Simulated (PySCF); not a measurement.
Ground-state electric properties of a mixed set of molecules.

All values: PBE0/def2-SVPD (PySCF) at GFN2-xTB geometries, gas phase, one conformer each. Core orbitals are frozen in the response; Δα² is half the sum of the squared differences of the principal polarisabilities.

Question: Rank by polarisability anisotropy Δα, lowest first.
A. `[SiH3]c1ccc(Cl)cn1`
B. `[SiH3:1][CH2:2][c:3]1[cH:4][n:5][cH:6][n:7]1[SiH3:8]` with Si1–C2–C3–C4 84°
C. `[SiH3:1][C@H:2]1[CH2:3][C:4]([Cl:5])=[CH:6][SiH2:7]1` with Si1–C2–C3–C4 150°, C2–C3–C4–Cl5 167°, C4–C6–Si7–C2 10°, Si1–C2–Si7–C6 -144°
D. `[N:1]#[C:2][SiH2:3][N:4]([SiH3:5])[CH:6]1[CH2:7][CH2:8]1` with C2–Si3–N4–Si5 99°, Si3–N4–C6–C7 91°
E. `[O:1]=[CH:2][O:3][C@@H:4]1[CH2:5][CH2:6][C:7](=[S:8])[CH2:9]1` with O1–C2–O3–C4 0°, C2–O3–C4–C5 -164°, O3–C4–C5–C6 -81°, C4–C5–C6–C7 -30°, C5–C6–C7–S8 -168°, C6–C7–C9–C4 10°

Answer: D (2.31 Å³), E (4.82 Å³), B (5.51 Å³), C (6.53 Å³), A (11.09 Å³).

Question: Rank by HOMO–LUMO gap, highest first.
A. `[SiH3][C@H]1CC(Cl)=C[SiH2]1`
B. `O=CO[C@@H]1CCC(=S)C1`
C. `N#C[SiH2]N([SiH3])C1CC1`
D. `[SiH3]C1=NC=C(Cl)C=C1`
E. `[SiH3]Cc1cncn1[SiH3]`

Answer: A (6.94 eV), C (6.58 eV), E (6.23 eV), D (6.11 eV), B (4.23 eV).

All values together:

```csv
SMILES,formula,μ (D),HOMO (eV),LUMO (eV),α (Å³),Δα (Å³),electrons,α per electron (Å³)
N#C[SiH2]N([SiH3])C1CC1,C4H10N2Si2,3.62,-7.26,-0.67,15.36,2.31,76,0.202
[SiH3]c1ccc(Cl)cn1,C5H6ClNSi,1.73,-7.53,-1.42,15.78,11.09,74,0.213
[SiH3][C@H]1CC(Cl)=C[SiH2]1,C4H9ClSi2,1.08,-7.47,-0.53,16.66,6.53,78,0.214
[SiH3]Cc1cncn1[SiH3],C4H10N2Si2,3.58,-6.32,-0.09,16.37,5.51,76,0.215
O=CO[C@@H]1CCC(=S)C1,C6H8O2S,3.16,-6.45,-2.23,14.24,4.82,76,0.187
```

Conformers: `[N:1]#[C:2][SiH2:3][N:4]([SiH3:5])[CH:6]1[CH2:7][CH2:8]1` with C2–Si3–N4–Si5 99°, Si3–N4–C6–C7 91°; `[SiH3:1][C@H:2]1[CH2:3][C:4]([Cl:5])=[CH:6][SiH2:7]1` with Si1–C2–C3–C4 150°, C2–C3–C4–Cl5 167°, C4–C6–Si7–C2 10°, Si1–C2–Si7–C6 -144°; `[SiH3:1][CH2:2][c:3]1[cH:4][n:5][cH:6][n:7]1[SiH3:8]` with Si1–C2–C3–C4 84°; `[O:1]=[CH:2][O:3][C@@H:4]1[CH2:5][CH2:6][C:7](=[S:8])[CH2:9]1` with O1–C2–O3–C4 0°, C2–O3–C4–C5 -164°, O3–C4–C5–C6 -81°, C4–C5–C6–C7 -30°, C5–C6–C7–S8 -168°, C6–C7–C9–C4 10°.
